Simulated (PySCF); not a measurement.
Mapped SMILES: `[CH2:1]=[P@@:2]1([c:3]2[cH:4][cH:5][cH:6][o:7]2)[CH2:8][C@H:9]1[CH3:10]`; H(Xn) means a hydrogen on atom n. Ha(C8) is cis to C10 on the ring; Hb(C8) is trans to C10 on the ring.

Gas phase, single conformer, fast rotation and ring inversion assumed for equivalent nuclei, non-relativistic Hamiltonian. Coordinates at the GFN2-xTB level; NMR shieldings at PBE0/pcSseg-1/GIAO; PySCF 2.14.

List the cross peaks expected in HSQC, COSY and HMBC spectra.

## Answers



HSQC (one-bond C–H):
```csv
δH,δC
7.66 (H(C6)),151.6 (C6)
6.70 (H(C5)),117.8 (C5)
6.22 (H(C4)),114.8 (C4)
1.74 (H(C10)),14.9 (C10)
1.58 (H(C9)),31.6 (C9)
1.54 (Hb(C8)),27.9 (C8)
1.23 (Ha(C8)),27.9 (C8)
0.59 (H(C1)),-14.1 (C1)
```

COSY cross peaks (H two or three bonds apart, from the bond graph; peaks can be absent where the dihedral angle is near 90°):
```csv
δH,δH
7.66 (H(C6)),6.70 (H(C5))
6.70 (H(C5)),6.22 (H(C4))
1.74 (H(C10)),1.58 (H(C9))
1.58 (H(C9)),1.54 (Hb(C8))
1.58 (H(C9)),1.23 (Ha(C8))
1.54 (Hb(C8)),1.23 (Ha(C8))
```

HMBC (two and three bonds, from the bond graph):
```csv
δH,δC
7.66 (H(C6)),"160.3 (C3), 117.8 (C5), 114.8 (C4)"
6.70 (H(C5)),"160.3 (C3), 151.6 (C6), 114.8 (C4)"
6.22 (H(C4)),"160.3 (C3), 151.6 (C6), 117.8 (C5)"
1.74 (H(C10)),"31.6 (C9), 27.9 (C8)"
1.58 (H(C9)),"160.3 (C3), 27.9 (C8), 14.9 (C10), -14.1 (C1)"
1.54 (Hb(C8)),"160.3 (C3), 31.6 (C9), 14.9 (C10), -14.1 (C1)"
1.23 (Ha(C8)),"160.3 (C3), 31.6 (C9), 14.9 (C10), -14.1 (C1)"
0.59 (H(C1)),"160.3 (C3), 31.6 (C9), 27.9 (C8)"
```

Shifts are taken against calculated references (same method and geometry level): TMS for 1H (31.72 ppm), 13C (186.93 ppm).

Short H···H contacts in this conformer between protons four or more bonds apart (candidates for NOE cross peaks, intensity ∝ r⁻⁶): Ha(C8)···H(C10) 2.59 Å, H(C4)···H(C9) 2.68 Å, H(C4)···Hb(C8) 2.72 Å.

Shifts are as computed. Against solution values, carbons near 30 ppm lie about +3 ppm off and those near 130 ppm about +5 ppm. Of 1211 compounds with measured shifts, 218 miss one by over three times the rms of a fit or turn the order of signals round; such compounds aren't used in these exercises.
